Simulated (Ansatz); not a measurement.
Relaxation of C2H11FN2Si2 (18 atoms, charge 0, multiplicity 1), to a largest force component of 0.02 eV/Å in at most 40 steps.

Method: Ansatz 0.2.0, RKS PBE-D4/STO-3G.

```xyz
18
Properties=species:S:1:pos:R:3:forces:R:3
Si 0.000 0.000 0.000 1.75 -1.38 -3.36
F 0.000 0.000 1.590 -0.14 -0.50 2.39
N 1.716 0.000 -0.606 -2.09 -0.22 0.60
H 2.215 -0.918 -0.787 0.03 1.26 0.08
H 2.217 0.918 -0.778 -0.04 -1.26 -0.06
Si -1.046 1.812 -0.739 -0.24 0.75 -0.32
H -2.430 1.478 -1.061 0.10 0.19 0.00
H -1.022 2.844 0.293 -0.11 0.08 -0.20
H -0.374 2.307 -1.937 -0.19 0.13 0.07
N -0.857 -1.485 -0.606 2.03 1.39 1.37
C -1.599 -2.340 0.332 0.13 0.22 -0.70
H -1.222 -2.174 1.363 -0.09 0.00 0.09
H -2.679 -2.087 0.289 -0.52 -0.37 0.37
H -1.457 -3.405 0.054 -0.19 -0.24 0.18
C -0.808 -1.831 -2.034 -0.28 0.04 0.66
H -1.610 -1.286 -2.575 -0.15 -0.08 -0.71
H 0.179 -1.543 -2.451 0.01 0.02 -0.24
H -0.957 -2.924 -2.156 -0.01 -0.04 -0.21
```

Problem. Where does it end, and by what steps?

Solution. It converged. Limits of this set-up: minimal basis. After 12 steps the energy has fallen by 0.770 eV; H13 moved furthest, 0.63 Å.

```csv
step,energy less start (eV),largest force component (eV/Å),accepted
0,0.0000,3.359,yes
1,-0.4767,1.771,yes
2,-0.6143,0.367,yes
3,-0.6553,0.407,yes
4,-0.6998,0.370,yes
5,-0.7304,0.801,yes
6,-0.7516,0.396,yes
7,-0.7567,0.243,yes
8,-0.7641,0.157,yes
9,-0.7680,0.093,yes
10,-0.7689,0.036,yes
11,-0.7693,0.025,yes
12,-0.7696,0.012,yes
```

```xyz
18
Properties=species:S:1:pos:R:3
Si 0.159 -0.102 -0.065
F 0.380 -0.186 1.575
N 1.675 -0.019 -1.012
H 2.354 -0.743 -0.636
H 2.169 0.900 -0.820
Si -1.136 1.691 -0.649
H -2.509 1.281 -0.909
H -1.178 2.691 0.409
H -0.632 2.340 -1.850
N -0.456 -1.741 -0.486
C -1.705 -2.129 0.258
H -1.545 -1.954 1.343
H -2.623 -1.568 -0.055
H -1.910 -3.211 0.105
C -0.663 -1.928 -1.964
H -1.552 -1.383 -2.373
H 0.243 -1.565 -2.493
H -0.804 -3.008 -2.189
```

Whether the end is a true minimum wasn't checked by a vibrational analysis.

Time of the run: 40 s on 1 thread of Intel(R) Xeon(R) 6975P-C (Granite Rapids), with other jobs on the host, peak memory 0.17 GiB.
